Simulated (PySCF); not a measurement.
**Atomic charges against the basis set**

C2H7FSi2.
Z-matrix (Å and degrees, PBE0-D3(BJ)/def2-SVP geometry), rows numbered from 1:
```
C 
C   1  1.3385
Si  2  1.8616  1  123.54
F   3  1.6364  2  109.08  1   122.01
Si  3  2.3469  2  111.75  1     2.31
H   1  1.0956  2  122.14  3   178.42
H   1  1.0968  2  122.26  3    -1.55
H   2  1.0988  1  118.13  3  -178.81
H   3  1.4946  2  110.21  1  -122.01
H   5  1.4954  3  110.88  2    52.37
H   5  1.4968  3  109.77  2   -67.56
H   5  1.4942  3  109.79  2   172.86
```

PBE0 throughout (PySCF), one geometry, spherical d and f functions. Geometry: PBE0-D3(BJ)/def2-SVP, one conformer, isolated molecule. The first 7 of 10 kinds of atom are listed.

Mulliken charges (e):

```tsv
basis	functions	C1	C2	Si3	F4	Si5	H6	H7
pcSseg-0	67	-0.364	-0.786	+1.039	-0.490	-0.074	+0.240	+0.245
6-31G*	92	-0.365	-0.336	+0.738	-0.406	+0.019	+0.186	+0.195
cc-pVDZ	113	-0.033	-0.238	+0.590	-0.327	-0.021	+0.058	+0.069
def2-SVP	113	-0.067	-0.300	+0.662	-0.356	+0.052	+0.069	+0.077
aug-cc-pVDZ	186	+0.779	+0.344	+0.793	-0.641	-1.288	-0.378	-0.368
6-311+G(2d,p)	193	-0.321	-0.221	+0.745	-0.460	+0.051	+0.132	+0.132
def2-TZVP	209	-0.230	-0.273	+0.533	-0.336	-0.049	+0.136	+0.140
cc-pVTZ	256	-0.221	-0.236	+0.529	-0.305	-0.038	+0.131	+0.127
IGLO-III	263	-0.185	-0.313	+0.834	-0.504	+0.505	+0.121	+0.089
```

IAO charges (e):

```csv
basis,functions,C1,C2,Si3,F4,Si5,H6,H7
pcSseg-0,67,-0.242,-0.430,+0.840,-0.488,+0.052,+0.156,+0.140
6-31G*,92,-0.246,-0.441,+0.943,-0.529,+0.211,+0.152,+0.140
cc-pVDZ,113,-0.251,-0.436,+0.930,-0.527,+0.212,+0.154,+0.141
def2-SVP,113,-0.242,-0.436,+0.937,-0.526,+0.222,+0.150,+0.137
aug-cc-pVDZ,186,-0.261,-0.440,+0.938,-0.541,+0.215,+0.158,+0.146
"6-311+G(2d,p)",193,-0.260,-0.449,+0.958,-0.545,+0.237,+0.158,+0.146
def2-TZVP,209,-0.259,-0.452,+0.970,-0.546,+0.240,+0.157,+0.146
cc-pVTZ,256,-0.260,-0.448,+0.961,-0.542,+0.228,+0.158,+0.146
IGLO-III,263,-0.261,-0.451,+0.965,-0.546,+0.240,+0.158,+0.147
```

**Question.** Which scheme is steadiest as the basis changes?

**Answer.** Largest range over the bases for any column: IAO 0.19 e, Mulliken 1.79 e. IAO charges move least and Mulliken charges most, counted in e.

**Question.** How much do the charges still move between the two largest bases, cc-pVTZ and IGLO-III?

**Answer.** At most, over all atoms: Mulliken 0.544 e, IAO 0.012 e.

**Question.** What do the same runs give for the total energy, the frontier levels and the dipole moment?

**Answer.** 
```tsv
basis	energy (Eh)	HOMO (eV)	LUMO (eV)	μ (D)
pcSseg-0	-757.7292	-8.41	-1.01	2.27
6-31G*	-758.7936	-7.98	-0.73	1.93
cc-pVDZ	-758.8344	-8.05	-0.87	1.92
def2-SVP	-758.5153	-8.12	-0.94	1.91
aug-cc-pVDZ	-758.8540	-8.13	-1.12	1.96
6-311+G(2d,p)	-758.9136	-8.17	-1.16	2.00
def2-TZVP	-758.9338	-8.13	-1.10	1.91
cc-pVTZ	-758.9287	-8.11	-1.04	1.87
IGLO-III	-758.9375	-8.15	-1.11	1.91
```

The dipole is fixed by the density alone, so its range of 0.40 D shows that the density itself changes with the basis, not only its division among atoms.
